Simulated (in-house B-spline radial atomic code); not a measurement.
A fraction x of an electron is removed from 3d in Zr3+, starting from [Kr] 4d1 and keeping the highest spin. Level of theory: scalar-relativistic (X2C) r2SCAN0, spin-polarised, spherical fractional occupations, Fermi nucleus of rms radius 4.2694 fm; calculated with an all-electron radial atomic-structure program (B-spline basis).

Caution: exact exchange at fractional occupations of open shells leaves self-interaction of up to several eV.

| x | E(x) - E(0) (eV) | 3d down level (eV) |
| --- | --- | --- |
| 0 | 0.0000 | -211.090 |
| 0.05 | 10.5931 | -212.635 |
| 0.14 | 29.8559 | -215.430 |
| 0.29 | ? | ? |
| 0.38 | ? | ? |
| 0.5 | 109.4458 | -226.781 |
| 0.6 | 132.2837 | -229.981 |
| 0.65 | 143.8230 | -231.589 |
| 0.78 | 174.2024 | -235.792 |
| 0.92 | 207.5323 | -240.356 |
| 1 | 226.8657 | -242.980 |

Q: What belongs in the row x = 0.29?

A: An energy change of 62.5221 eV; 3d down at -220.127 eV.

Q: What belongs in the row x = 0.38?

A: An energy change of 82.4612 eV; 3d down at -222.967 eV.

Q: Check Janak's theorem between x = 0.05 and 0.14.

A: The slope of the energy is 214.03 eV; the orbital levels give 214.03 eV (-ε of the emptying orbital, averaged over the two points).
